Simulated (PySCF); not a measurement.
A structure optimised at PBE-D3(BJ)/def2-SVP, used in a PySCF frequency run:

```xyz
15

C     -2.8745    -0.8360     0.5599
C     -1.9802    -0.0894    -0.4408
C     -0.5419    -0.5144    -0.3697
C      0.5013     0.2947    -0.0896
F      0.2801     1.6258     0.1359
Si     2.3194    -0.2010     0.0319
H     -2.8311    -1.9337     0.4022
H     -3.9333    -0.5238     0.4583
H     -2.5581    -0.6368     1.6037
H     -2.3566    -0.2761    -1.4721
H     -2.0451     1.0048    -0.2762
H     -0.3076    -1.5795    -0.5384
H      2.4232    -1.6765    -0.2324
H      3.1352     0.5599    -0.9763
H      2.8516     0.1141     1.4025
```

Q: Write its SMILES and formula.

A: CC/C=C(\F)[SiH3], C4H9FSi

Q: What are its rotational constants (standard atomic weights)?

A: 5.8244, 1.2932, 1.1374 GHz
